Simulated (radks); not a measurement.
Question: The mean radii <r> (bohr) of the occupied orbitals of an atom or ion are listed with their occupations. All-electron calculation, Dirac Kohn-Sham, LDA (Slater exchange, Perdew-Wang correlation), spin-unpolarised, spherical densities, finite nucleus; Fermi nuclear charge, rms radius of each element as measured or else 0.836 A^(1/3) + 0.57 fm. Program: a radial shooting solver on a logarithmic mesh with Libxc functionals.

| orbital | occ. | <r> |
|---|---|---|
| 1s1/2 | 2 | 0.02784 |
| 2s1/2 | 2 | 0.1195 |
| 2p1/2 | 2 | 0.1009 |
| 2p3/2 | 4 | 0.1064 |
| 3s1/2 | 2 | 0.3223 |
| 3p1/2 | 2 | 0.3125 |
| 3p3/2 | 4 | 0.3240 |
| 3d3/2 | 4 | 0.2948 |
| 3d5/2 | 6 | 0.2984 |
| 4s1/2 | 2 | 0.7629 |
| 4p1/2 | 2 | 0.7982 |
| 4p3/2 | 4 | 0.8264 |
| 4d3/2 | 4 | 0.9429 |
| 4d5/2 | 6 | 0.9536 |
| 6s1/2 | 2 | 3.524 |

Name the element and its charge. Open shells, if any, fill j = l - 1/2 first.

Answer: Z = 52, tellurium, charge +4: Te4+ in [Kr] 4d10 6s2. The 1s radius gives Z: for a bare nucleus <r> = (2 gamma + 1)/(2Z) with gamma = sqrt(1 - (Z/c)^2), 0.02741 bohr for Z = 52, and screening makes it slightly larger (0.02784 here). The occupations add up to 48, and the charge is Z minus that.
